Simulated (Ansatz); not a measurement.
Cartesian coordinates in Å:
```
F 1.174 -0.029 1.837
Al 0.208 0.168 0.530
S 0.310 -1.296 -1.049
Cl -1.066 1.806 0.449
H -0.625 -0.648 -1.767
```

Total charge 0; spin multiplicity 1.

Problem. List the r2SCAN/def2-TZVPP orbital energies in eV (the Gaussian-basis code of Ansatz). (Estimate.)

Solution. Computed: Occupied: -2753.59, -2409.58, -1518.78, -665.80, -254.99, -214.03, -193.50, -193.41, -193.40, -158.10, -158.00, -157.93, -112.20, -72.52, -72.35, -72.33, -30.55, -21.52, -19.26, -12.12, -11.11, -10.61, -10.53, -10.29, -8.97, -8.90, -8.45, -7.37. Lowest empty: -1.43, -1.05, -0.43, 0.94, 2.16, 3.18, 3.84, 3.86.
